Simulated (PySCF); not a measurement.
Isomers of C5H9OPSi, mass 144.016 u with the commonest isotopes. Theory: PBE0/def2-SVPD in PySCF (dipole) on a GFN2-xTB geometry, gas phase. One conformer each, none proved a minimum here; rigid rotors.

Question: Order these by out-of-plane moment Σ m c² = (Ia + Ib − Ic)/2, smallest first.
A. `[CH3:1][c:2]1[cH:3][o:4][c:5]([SiH2:6][PH2:7])[cH:8]1` with O4–C5–Si6–P7 173°, C5–Si6–P7–H -82° and -175°
B. `[CH:1]#[C:2][C@@H:3]1[CH2:4][CH2:5][O:6][Si@H:7]1[PH2:8]` with O6–Si7–P8–H -169° and -76°, C2–C3–C4–C5 -84°, C3–C4–C5–O6 -44°, C4–C5–O6–Si7 34°, C5–O6–Si7–P8 -127°
C. `[CH3:1][c:2]1[cH:3][cH:4][o:5][c:6]1[SiH2:7][PH2:8]` with O5–C6–Si7–P8 144°, C6–Si7–P8–H -160° and -67°
D. `[CH2:1]=[CH:2][O:3][Si@@H:4]([PH2:5])[C:6]#[C:7][CH3:8]` with C1–C2–O3–Si4 -172°, C2–O3–Si4–P5 -171°, O3–Si4–P5–H 178° and -90°

Answer: A (7.01 u·Å²), C (24.04 u·Å²), D (29.38 u·Å²), B (57.88 u·Å²).

Question: Order these by dipole moment, largest first.
A. `[CH3:1][c:2]1[cH:3][o:4][c:5]([SiH2:6][PH2:7])[cH:8]1` with O4–C5–Si6–P7 173°, C5–Si6–P7–H -82° and -175°
B. `[CH2:1]=[CH:2][O:3][Si@@H:4]([PH2:5])[C:6]#[C:7][CH3:8]` with C1–C2–O3–Si4 -172°, C2–O3–Si4–P5 -171°, O3–Si4–P5–H 178° and -90°
C. `[CH:1]#[C:2][C@@H:3]1[CH2:4][CH2:5][O:6][Si@H:7]1[PH2:8]` with O6–Si7–P8–H -169° and -76°, C2–C3–C4–C5 -84°, C3–C4–C5–O6 -44°, C4–C5–O6–Si7 34°, C5–O6–Si7–P8 -127°
D. `[CH3:1][c:2]1[cH:3][cH:4][o:5][c:6]1[SiH2:7][PH2:8]` with O5–C6–Si7–P8 144°, C6–Si7–P8–H -160° and -67°

Answer: B (2.56 D), A (1.07 D), D (0.93 D), C (0.70 D).

Question: Order these by rotational constant C, smallest first.
A. `[CH2:1]=[CH:2][O:3][Si@@H:4]([PH2:5])[C:6]#[C:7][CH3:8]` with C1–C2–O3–Si4 -172°, C2–O3–Si4–P5 -171°, O3–Si4–P5–H 178° and -90°
B. `[CH3:1][c:2]1[cH:3][cH:4][o:5][c:6]1[SiH2:7][PH2:8]` with O5–C6–Si7–P8 144°, C6–Si7–P8–H -160° and -67°
C. `[CH:1]#[C:2][C@@H:3]1[CH2:4][CH2:5][O:6][Si@H:7]1[PH2:8]` with O6–Si7–P8–H -169° and -76°, C2–C3–C4–C5 -84°, C3–C4–C5–O6 -44°, C4–C5–O6–Si7 34°, C5–O6–Si7–P8 -127°
D. `[CH3:1][c:2]1[cH:3][o:4][c:5]([SiH2:6][PH2:7])[cH:8]1` with O4–C5–Si6–P7 173°, C5–Si6–P7–H -82° and -175°

Answer: A (573.8 MHz), D (605.3 MHz), B (724.1 MHz), C (829.4 MHz).

| SMILES | point group | Ia (u·Å²) | Ib (u·Å²) | Ic (u·Å²) | κ | μa (D) | μb (D) | μc (D) |
| --- | --- | --- | --- | --- | --- | --- | --- | --- |
| C=CO[Si@@H](P)C#CC | C1 | 383.88 | 555.69 | 880.82 | -0.10 | 2.37 | 0.74 | 0.64 |
| Cc1ccoc1[SiH2]P | C1 | 194.38 | 551.63 | 697.93 | -0.80 | 0.75 | 0.47 | 0.28 |
| Cc1coc([SiH2]P)c1 | C1 | 165.22 | 683.70 | 834.91 | -0.89 | 0.87 | 0.47 | 0.42 |
| C#C[C@@H]1CCO[Si@H]1P | C1 | 219.37 | 505.68 | 609.30 | -0.77 | 0.43 | 0.25 | 0.49 |
